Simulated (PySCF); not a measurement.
Spectroscopy problems

[PySCF 2.14.0 with density-fitted response routines: geometry from GFN2-xTB; GIAO PBE0/pcSseg-1 shieldings; non-relativistic; in vacuum; single conformer; fast rotation and ring inversion assumed for equivalent nuclei]

Referencing at the same level of theory: 1H and 13C vs TMS. Where no couplings were computed, multiplicities follow the n + 1 count of equivalent neighbours, and m marks all less simple cases (inequivalent or close neighbours, rings, F or P nearby). Shifts are as computed. Against solution values, carbons near 30 ppm lie about +3 ppm off and those near 130 ppm about +5 ppm. Of 1211 compounds with measured shifts, 218 miss one by over three times the rms of a fit or turn the order of signals round; such compounds aren't used in these exercises. OH and NH positions are gas-phase values without hydrogen bonding to other molecules.

Q: C$_{6}$H$_{8}$N$_{2}$. 1H NMR (400 MHz, computed): δ 6.94 (m, 2H), 6.84 (m, 2H), 2.93 (br s, 4H). 13C{1H} NMR (computed): δ 138.9 (C), 124.5 (CH), 119.5 (CH). What is it?

A: o-phenylenediamine (Nc1ccccc1N). Rings plus π bonds: 4 (1 ring in the answer). 3 carbon signals for 6 carbons: some carbons are equivalent by symmetry or fast rotation. Carbon types of the structure: 2 × C, 4 × CH, leaving 4 H on heteroatoms. δC 138.9: aromatic carbon bearing nitrogen; an ipso carbon deshielded by its heteroatom. δC 124.5, 119.5: aromatic CH. δH 6.94, 6.84: hydrogen on an aromatic CH; π donation from the O or N substituent shields it against benzene. δH 2.93: hydrogen on an aniline-type nitrogen; labile proton, position sensitive to the medium.

The shifts were computed for this structure.

Q: C$_{6}$H$_{8}$N$_{2}$. 1H NMR (500 MHz, computed): δ 6.70 (m, 1H), 6.46 (m, 1H), 6.36 (m, 1H), 6.28 (m, 1H), 6.14 (m, 1H), 5.79 (m, 1H), 5.78 (m, 1H), 5.68 (m, 1H). 13C{1H} NMR (computed): δ 134.6 (CH), 133.7 (CH), 126.5 (CH2), 126.4 (C), 123.0 (CH2), 112.5 (CH2). Give a structure.

A: `C=CC(C=C)=NN=C`. The formula gives 4 degrees of unsaturation (no ring in the answer). 6 carbon signals for 6 carbons: no two carbons are equivalent. Carbon types of the structure: 1 × C, 2 × CH, 3 × CH2, which accounts for all hydrogens. δC 134.6, 133.7: alkene CH; the olefinic region. δC 126.5, 123.0: terminal =CH2 carbon; an sp2 carbon of a C=C bond. δC 126.4, 112.5: C=N carbon. δH 6.70, 6.36: hydrogen on an alkene CH; a vinylic proton, deshielded by the sp2 carbon and the C=C anisotropy.

The shifts were computed for this structure.
